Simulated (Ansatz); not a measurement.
Consider the cleavage of the B–Al bond: `[BH2][Al]([NH2])[NH2]` + `C[NH][GeH3]` → `B[N](C)[GeH3]` + `[NH2][AlH][NH2]`.

Program: Ansatz. Geometries: PBE0-D4/def2-TZVP. ΔE: electronic, gas phase. CBS: MP2 limit from def2 TZ/QZ plus the TZ coupled-cluster correction, frozen cores. This one scheme is used for every species. Functionals use def2-TZVPP. For Ge outer-core shells are correlated without core-valence functions, which leaves a few kJ/mol of doubt a bond. Scalar relativity is left out up to krypton. One conformer a species, not always the lowest.

```csv
level,ΔE (kJ/mol)
PBE-D4,-191.3
revPBE-D4,-189.7
```

(1) What does CCSD(T)/CBS give? (Best estimate.)

Largest T1 diagnostic among the species: 0.013.

Results:

(1) Ansatz gave: -193.1 kJ/mol. The listed levels differ from it by 1.8, 3.4 kJ/mol.

Leaving LDA and LC-ωPBE aside and taking each functional with its dispersion term where it has one, the values, not all of them listed here, spread over 14.4 kJ/mol, from B97M-V to revPBE-D4. LDA lies −21.1 kJ/mol from PBE without D4. The D4 term adds −4.2 kJ/mol with B3LYP and −2.0 kJ/mol with PBE0; it sums over pairs of atoms, weighted by their polarisabilities, and B3LYP, whose exchange is more repulsive, gets the larger term.

B3LYP here is the variant with VWN-RPA as its local correlation; programs differ in this.
